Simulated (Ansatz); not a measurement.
A run for Ansatz (an electronic-structure program): U-B3LYP/cc-pVTZ on H4 rectangle, a point of a bond scan (R = 2.200 Å).

Ansatz 0.2 input:
```yaml
crystal:
  periodic: [false, false, false]
  atoms:
    - {symbol: H, position_ang: [0.00000000, 0.00000000, 0.00000000]}
    - {symbol: H, position_ang: [0.00000000, 0.00000000, 1.00000000]}
    - {symbol: H, position_ang: [2.20000000, 0.00000000, 0.00000000]}
    - {symbol: H, position_ang: [2.20000000, 0.00000000, 1.00000000]}
basis:
  gaussian:
    orbitals: cc-pVTZ
hamiltonian:
  xc: {name: B3LYP}
magnetization: {spin_polarized: true, initial_magnetization: 0}
```

Program output:

```
WARN ansatz: RAYON_NUM_THREADS=2 ignored (pool sized by the plan → 2); use --threads N
Functional definition: B3LYP
integrals: 0.00 GiB planned
240 factors; their error is unknown
mean field: 0.09 GiB planned
mean field evaluation 1: about -62.3837 eV, gradient 4.2e0 eV
mean field evaluation 2: about -62.5200 eV, gradient 8.2e-1 eV
mean field evaluation 4: about -62.5208 eV, gradient 2.3e-1 eV
mean field evaluation 8: about -62.5209 eV, gradient 6.3e-5 eV
mean field -62.52090092 eV, -2.2976007308 hartree, gradient 3.6e-6 eV, S^2 0.000000; 0 other end points of the search recorded, 0 dependent functions left out
reference -62.52109559 eV, -2.2976078845 hartree; 2, 2 occupied and 54, 54 virtual orbitals, 240 factors
Total energy: -62.52109559 eV, -2.2976078845 hartree
```

Self-consistency was reached.

Cost: about 0.4 core-seconds (a rough figure).
